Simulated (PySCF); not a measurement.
# Single point on RbTl

State: ³Π (triplet), unpaired electrons σ ↑, π ↑, a second solution, started from another occupation.

An equivalent input (the run itself took its basis sets from the Basis Set Exchange, started from a PBE0 density and held the occupation σ 7α 6β, πx 4α 3β, πy 3α 3β, δx 1α 1β, δy 1α 1β):

```python
from pyscf import gto, dft
mol = gto.M(atom='Rb 0 0 0; Tl 0 0 3.939', basis={'Rb': 'def2-SVP', 'Tl': 'def2-SVP'}, ecp={'Rb': 'def2-SVP', 'Tl': 'def2-SVP'},
            charge=0, spin=2, verbose=4, symmetry='C2v')
mf = dft.UKS(mol, xc='PBE0')
mf.grids.atom_grid = (80, 434)
mf.grids.prune = dft.gen_grid.treutler_prune
mf.irrep_nelec = {'A1': (8, 7), 'A2': (1, 1), 'B1': (4, 3), 'B2': (3, 3)}
mf.conv_tol = 1e-9
mf.max_cycle = 60
mf.diis_space = 10
mf.kernel()
```

The log (some set-up lines and the per-cycle HOMO/LUMO lines removed):

```
******** <class 'pyscf.dft.uks_symm.SymAdaptedUKS'> ********
method = SymAdaptedUKS
damping factor = 0
level_shift factor = 0
DIIS = <class 'pyscf.scf.diis.CDIIS'>
diis_start_cycle = 1
diis_space = 10
diis_damp = 0
SCF conv_tol = 1e-09
SCF conv_tol_grad = None
SCF max_cycles = 60
number electrons alpha = 16  beta = 14
Set gradient conv threshold to 3.16228e-05
init E= -196.594164807642
cycle= 1 E= -196.592465518562  delta_E= 0.0017  |g|= 0.00164  |ddm|= 0.0327
cycle= 2 E= -196.592473467174  delta_E= -7.95e-06  |g|= 0.00109  |ddm|= 0.0111
cycle= 3 E= -196.592475030065  delta_E= -1.56e-06  |g|= 0.000275  |ddm|= 0.00331
cycle= 4 E= -196.592475548873  delta_E= -5.19e-07  |g|= 6.82e-05  |ddm|= 0.00333
cycle= 5 E= -196.592475579008  delta_E= -3.01e-08  |g|= 5.98e-05  |ddm|= 0.000937
cycle= 6 E= -196.592475587415  delta_E= -8.41e-09  |g|= 1.5e-05  |ddm|= 0.000293
cycle= 7 E= -196.592475589125  delta_E= -1.71e-09  |g|= 4.11e-06  |ddm|= 0.00023
cycle= 8 E= -196.592475589233  delta_E= -1.08e-10  |g|= 1.3e-06  |ddm|= 5.28e-05
Extra cycle  E= -196.592475589239  delta_E= -6.05e-12  |g|= 4.92e-07  |ddm|= 8.64e-06
converged SCF energy = -196.592475589239  <S^2> = 2.0021818  2S+1 = 3.0014542
```

Repeating this along the bond gives Re = 3.703 Å and ωe = 61.9 cm⁻¹.

A point of this curve took 0.69 CPU seconds beside 0.16 for the integrals (shared host).

These are scalar-relativistic numbers at best; spin–orbit coupling would shift them, the dissociation energy most.
